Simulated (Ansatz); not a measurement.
`SBS` and `[SH][InH][SH]` differ in one element.

Ansatz, PBE0-D4/def2-TZVP geometries, multiplicity 1. Each molecule was computed in one conformer, which needn't be the lowest.

Elements past krypton have def2 core potentials.

```csv
property,`SBS`
size of the dipole moment (ωB97M-V/def2-TZVPP) / D,0.75
size of the dipole moment (PBE/def2-TZVPP) / D,0.75
LUMO energy (B3LYP/def2-TZVPP) / eV,-1.09
LUMO energy (ωB97M-V/def2-TZVPP) / eV,1.06
size of the dipole moment (B3LYP/def2-TZVPP) / D,0.75
HOMO energy (PBE/def2-TZVPP) / eV,-6.43
```

**Question.** Give the same properties after the change, and the shifts. (An estimate is asked.)

**Answer.** Ansatz gave: 
| property | `[SH][InH][SH]` | shift |
| --- | --- | --- |
| size of the dipole moment (ωB97M-V/def2-TZVPP) / D | 1.55 | 0.80 |
| size of the dipole moment (PBE/def2-TZVPP) / D | 1.37 | 0.62 |
| LUMO energy (B3LYP/def2-TZVPP) / eV | -1.68 | -0.59 |
| LUMO energy (ωB97M-V/def2-TZVPP) / eV | 0.09 | -0.97 |
| size of the dipole moment (B3LYP/def2-TZVPP) / D | 1.45 | 0.70 |
| HOMO energy (PBE/def2-TZVPP) / eV | -6.22 | 0.21 |

With PBE0 the HOMO rises by 0.17 eV and the LUMO falls by 0.50 eV, so the gap narrows by about 0.67 eV. PBE moves the HOMO by 0.21 eV and ωB97M-V by 0.12 eV. Dipoles are sizes alone; their direction can turn.

B3LYP here is the variant with VWN-RPA as its local correlation; programs differ in this.
